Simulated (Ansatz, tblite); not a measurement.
Isomers of Be4O4 (singlet), found by a short tight-binding search and relaxed with PBE-D4/def2-SVP in Ansatz.

The xTB rows come from tblite.

Other spin states weren't relaxed.

A:

```csv
atom,x (Å),y (Å),z (Å)
Be1,-0.766,0.783,-0.643
Be2,-0.610,-1.090,0.237
Be3,0.337,0.544,1.098
Be4,1.039,-0.238,-0.691
O5,0.739,1.319,-0.287
O6,0.928,-0.949,0.779
O7,-0.408,-0.659,-1.330
O8,-1.259,0.288,0.837
```

B:

```xyz
8

Be    0.3922    1.5150   -0.6823
Be   -1.4806    0.0004   -0.8501
Be    1.4806   -0.0004    0.8501
Be   -0.3922   -1.5150    0.6823
O    -0.9113    1.2689   -1.2829
O     0.9112   -1.2687    1.2831
O     1.5681    1.2681    0.1403
O    -1.5679   -1.2682   -0.1406
```

C:

```xyz
8

Be    2.655    0.240   -2.881
Be   -2.250   -1.380    2.904
Be   -0.782   -0.001    0.832
Be    0.629    0.465   -0.831
O    -1.619   -0.741    1.851
O     0.685    0.549    0.735
O     1.620    0.329   -1.965
O    -0.939    0.539   -0.646
```

Estimate their order by electronic energy at PBE0-D4/def2-TZVP, counted from the lowest.

B (0.0) < A (167.9) < C (945.5), in kJ/mol.

Do the other levels pick the same lowest one?

All that were run do. Energies above each level's lowest (kJ/mol):

| level | A | B | C |
| --- | --- | --- | --- |
| GFN1-xTB | 301.1 | 0.0 | 574.8 |
| GFN2-xTB | 204.4 | 0.0 | 605.5 |
| LDA (SPW92)/def2-TZVP | 117.4 | 0.0 | 830.0 |
| PBE-D4/def2-TZVP | 163.1 | 0.0 | 807.5 |
| r2SCAN-D4/def2-TZVP | 173.9 | 0.0 | 876.8 |
| PBE0-D4/def2-TZVP | 167.9 | 0.0 | 945.5 |
| BHLYP-D4/def2-TZVP | 223.9 | 0.0 | 1065.4 |
Point groups (tolerance 0.1 Å): A Td, B D4h, C Cs. Lower isomers may exist.
